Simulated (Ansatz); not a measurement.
Reaction (hydrogenolysis of the In–N bond): `C[N](C)[InH][SH]` + H₂ → `[SH][InH2]` + `CNC`

Gas-phase electronic energies from Ansatz, PBE0-D4/def2-TZVP geometries. CCSD(T)/CBS adds triple-zeta CCSD(T) − MP2 to the extrapolated MP2 energy (def2 sets, frozen cores). This one scheme is used for every species. DFT in def2-TZVPP. def2 core potentials past Kr. For In outer-core shells are correlated without core-valence functions, which leaves a few kJ/mol of doubt a bond. One conformer a species, not always the lowest.

(1) Is it downhill or uphill in electronic energy at CCSD(T)/CBS, and by how much? (Estimate.)

(2) What do these levels give: r2SCAN-D4, PBE0-D4, HF/def2-TZVPP, CCSD/def2-TZVPP, MP2/def2-QZVPP, MP2/CBS(def2)? (An estimate is asked.)

Largest T1 diagnostic among the species: 0.015.

Results:

(1) Ansatz gave: Nearly level: ΔE = +0.4 kJ/mol.

(2) The calculation gave: r2SCAN-D4 -10.7, PBE0-D4 -18.0, HF/def2-TZVPP -49.7, CCSD/def2-TZVPP -15.2, MP2/def2-QZVPP 9.7, MP2/CBS(def2) 12.3 kJ/mol.

In def2-TZVPP, CCSD(T) changes the Hartree–Fock value by +43.4 kJ/mol (the triples alone add +8.9 kJ/mol) and MP2 by +55.2 kJ/mol. The D4 term adds +15.0 kJ/mol with B3LYP and +8.5 kJ/mol with PBE0; it sums over pairs of atoms, weighted by their polarisabilities, and B3LYP, whose exchange is more repulsive, gets the larger term. From PBE to PBE0 (25 % exact exchange), in def2-TZVPP and without D4, ΔE moves by −8.0 kJ/mol.

B3LYP here is the variant with VWN-RPA as its local correlation; programs differ in this.
